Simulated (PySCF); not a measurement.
**Removal energies of Ho⁵⁷⁺ from EOM-IP-GCCSD**

Reference: closed-shell Ho⁵⁷⁺, [Ne]; one electron is removed. Calculated with PySCF 2.14, two-component X2C-1e with screened spin-orbit coupling, an uncontracted even-tempered set (17 s from 9.2 bohr⁻², ratio 2.6; 13 p from 12 bohr⁻², ratio 2.6; 6 d from 12 bohr⁻², ratio 2.8; 3 f from 270 bohr⁻², ratio 2.8); frozen 1s2; the 48 highest virtual spinors dropped; of the others 44 kept and the rest restored at second order. No Breit or QED terms. Binding energies in eV.

```csv
level,Koopmans,second order,EOM-CCSD
2s1/2,13814.1,13810.8,13810.8
2p1/2,13404.2,13401.6,13401.7
2p3/2,12511.1,12509.3,12509.3
```

For comparison, the ionisation energy of Ho⁵⁷⁺ is 12495 ± 6 eV (theoretical estimate listed by NIST; NIST Atomic Spectra Database, ionization energies).
